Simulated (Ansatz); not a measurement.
Born–Oppenheimer molecular dynamics of C2H8AlClSSi (14 atoms, charge 0, multiplicity 1). It goes on from the last frame of an earlier run, with new velocities.

Computed with RKS BHLYP-D4/STO-3G in Ansatz.

```yaml
ensemble: NVE (velocity Verlet)
time_step: 0.5 fs
steps_asked: 166
starting_velocities_drawn_for: 100 K
masses: H 3.016 u
seed: 218137
```

First frame:

```xyz
14
Properties=species:S:1:pos:R:3
C 0.544 -2.056 0.734
Si 0.564 -0.482 -0.286
S 1.940 -0.727 -1.880
Cl -1.489 -0.451 -1.148
C 0.424 1.154 0.568
Al -1.396 1.681 0.004
H -0.369 -2.006 1.292
H 1.433 -2.153 1.397
H 0.464 -2.961 0.152
H 1.536 0.504 -2.203
H 1.205 1.799 0.130
H 0.663 0.939 1.605
H -1.501 2.545 -1.210
H -2.457 1.442 1.079
```

Q: How far do the bonds stretch over the last three quarters of this one trajectory? (Pairs bonded in most of those frames.)

A: 
```tsv
bond	mean (Å)	spread (Å)	shortest	longest
C1–Si2	1.859	0.012	1.84	1.89
C1–H7	1.090	0.015	1.06	1.12
C1–H8	1.088	0.015	1.06	1.12
C1–H9	1.089	0.013	1.07	1.11
Si2–S3	2.103	0.030	2.06	2.15
Si2–Cl4	2.208	0.024	2.17	2.25
Si2–C5	1.842	0.036	1.80	1.91
S3–H10	1.347	0.008	1.33	1.36
Cl4–Al6	2.415	0.035	2.37	2.46
C5–Al6	1.939	0.031	1.90	1.99
C5–H11	1.086	0.014	1.06	1.11
C5–H12	1.088	0.006	1.07	1.10
Al6–H13	1.484	0.008	1.47	1.50
Al6–H14	1.486	0.037	1.43	1.54
```

Pairs bonded in part of these frames only: Si2–Al6 40 %.

Mean temperature of the second half: 171 K. The conserved energy stayed within 0.035 meV per atom of its start (net change -0.025 meV per atom), so the integration is sound. The kinetic energy rose, since the run started high on the potential surface and went downhill. A run of 0.083 ps of so small a system gives no equilibrium averages. Limits of this set-up: minimal basis.

Time of the run: 7.7 min on 1 thread of Arm Neoverse V2 (shared host), peak memory 0.12 GiB.
